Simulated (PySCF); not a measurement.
**How methods differ on the ionisation energy of As**

As [Ar] 3d10 4s2 4p3 (4S) → As⁺ [Ar] 3d10 4s2 4p2 (3P), as a difference of total energies. All numbers are calculated (PySCF 2.14, a scalar-relativistic core potential, in aug-cc-pVTZ-PP with one added diffuse shell each of s, d, f type with ECP10MDF (7s5p5d3f, 68 functions)). Correlated levels: valence: 3s2 3p6 3d10 frozen. The calculations carry no spin-orbit coupling.

```
           method  ionisation energy (eV)
              UHF                   9.415
    MP2 (valence)                   9.905
SCS-MP2 (valence)                   9.754
   CCSD (valence)                   9.870
CCSD(T) (valence)                   9.905
```

Question: How much does correlation contribute at CCSD(T) (valence)?

Answer: 9.905 − (9.415) = 0.490 eV, measured against UHF.

Errors of the correlated levels include the incompleteness of this basis and the frozen core.

For comparison: 10.008 eV (measured; NIST levels, between the centres of gravity of the two terms).
